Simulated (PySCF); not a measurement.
## BiB: energy against distance

Set-up: PySCF, scalar-relativistic core potentials, basis sets Bi def2-SVPD with ECP60, B def2-SVPD. Energies in eV from Bi + B in their ground configurations at the same level. State: ³Π (triplet), unpaired electrons σ ↑, π ↑.

All columns are r²SCAN. A positive dipole means Bi(−)B(+).

```csv
R (Å),E (eV),μ (D),Mulliken charge on Bi (basis-dependent),HOMO (eV),LUMO (eV),Mayer bond order,⟨S²⟩
1.845,-1.132,-1.16,0.27,-5.60,-5.00,2.45,2.01
1.931,-1.736,-1.18,0.23,-5.44,-4.85,2.39,2.02
2.016,-2.072,-1.19,0.20,-5.29,-4.71,2.33,2.02
2.081,-2.194,-1.18,0.19,-5.20,-4.62,2.29,2.02
2.145,-2.232,-1.17,0.18,-5.11,-4.53,2.24,2.02
2.209,-2.206,-1.14,0.18,-5.03,-4.45,2.18,2.03
2.295,-2.099,-1.09,0.17,-4.94,-4.35,2.11,2.03
2.402,-1.890,-1.01,0.16,-4.84,-4.24,2.01,2.04
2.531,-1.582,-0.91,0.15,-4.76,-4.12,1.88,2.09
2.703,-1.151,-0.82,0.13,-4.74,-4.01,1.64,2.23
```

A fit through these points gives, at Re = 2.148 Å, μ = -1.17 D and dμ/dR = 0.332 D/Å; the reduced mass is 10.46 u.

How strong is the fundamental in the double-harmonic approximation, I = 42.26·(dμ/dR)²/μred km/mol?

I = 42.26·(0.332)²/10.46 = 0.445 km/mol at r²SCAN.

⟨S²⟩ of the unrestricted solution departs from its pure value on part of the curve, where spin states mix. Spin–orbit coupling is left out, which matters for elements this heavy, above all for dissociation energies. The state was picked by a PBE0 search and need not be the measured ground state.
